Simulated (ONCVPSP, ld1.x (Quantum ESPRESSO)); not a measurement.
**Pseudopotentials across the periodic table**

Generated with ld1.x 7.5 (TM, RRKJ, ultrasoft, PAW), atompaw 4.2 or ONCVPSP 4.0.1. The cutoff is in Ry: for ld1.x and atompaw files where the sum of valence levels is converged to 10 mRy in a Bessel basis, for ONCV files where the hardest occupied wave has 1 mHa per electron of residual kinetic energy. The error is the largest all-electron minus pseudo excitation energy over each file’s own four to seven test configurations (ionisations up to +4, promotions, holes and added fractions of an electron), all of which were solved. The labels leave out finer settings (local radius, basis sizes, second energies), which also bear on the numbers. Spin-polarised tests are not counted. The rows are a selection from randomly drawn settings: files with unsolved tests, undetermined cutoffs or missed reference levels are left out.

A true bound ghost makes a file unfit for plane-wave use even where its test errors are small: the radial tests pick states by their node count and pass the ghost by.

```tsv
element	potential	cutoff (Ry)	largest error (meV)	bound ghosts
He	ONCV, LDA (Perdew-Wang 92), scalar-relativistic, rc 0.70/0.55 (sp), local smoothed, core correction no, reference 1s1, qcut 14.7/13.9, projectors 2/2	136	+12	none
Be	ONCV, PBEsol, scalar-relativistic, rc 1.50/1.35/1.60 (spd), local smoothed, core correction yes, reference 2s2, qcut 3.7/5.7/5.9, projectors 1/1/2	12	+11	none
B	RRKJ, PW91, scalar-relativistic, rc 1.55/2.15 (sp), local smoothed, core correction yes, reference 2s2 2p1	25	+118	none
W	ONCV, PBE, scalar-relativistic, rc 1.45/2.05/1.80/0.60 (spdf), local smoothed, core correction no, reference 4f14 5s2 5p6 5d4 6s1 6p1, qcut 7.9/6/5.3/29.6, projectors 2/3/2/1	715	-332	s, p, d
Au	ONCV, PBE, scalar-relativistic, rc 1.50/1.30/2.20 (spd), local smoothed, core correction yes, reference 5s2 5p6 5d10 6s1, qcut 8.9/10.6/7.2, projectors 2/2/2	82	-449	s
```

Problem. Fill in the row for Hg: ONCV, PBE, scalar-relativistic, rc 1.45/1.65/1.70 (spd), local smoothed, core correction yes, reference 5s2 5p6 5d10 6s2, qcut 9.6/6.4/8.6, projectors 2/2/2.

Solution. cutoff 63 Ry, largest error -263 meV, bound ghosts: none.

Problem. Fill in the row for S: ONCV, LDA (Perdew-Wang 92), scalar-relativistic, rc 1.35/1.10/1.35 (spd), local smoothed, core correction yes, reference 3s2 3p4, qcut 4.2/7.2/6.5, projectors 2/2/3.

Solution. cutoff 74 Ry, largest error +18 meV, bound ghosts: p.

Problem. Fill in the row for Kr: ONCV, PBEsol, scalar-relativistic, rc 1.45/1.50/0.80/1.60 (spdf), local smoothed, core correction yes, reference 3d10 4s2 4p4.5, qcut 4.5/5.9/21.2/6.3, projectors 2/1/2/2.

Solution. cutoff 348 Ry, largest error +9.8 meV, bound ghosts: s, p, f.
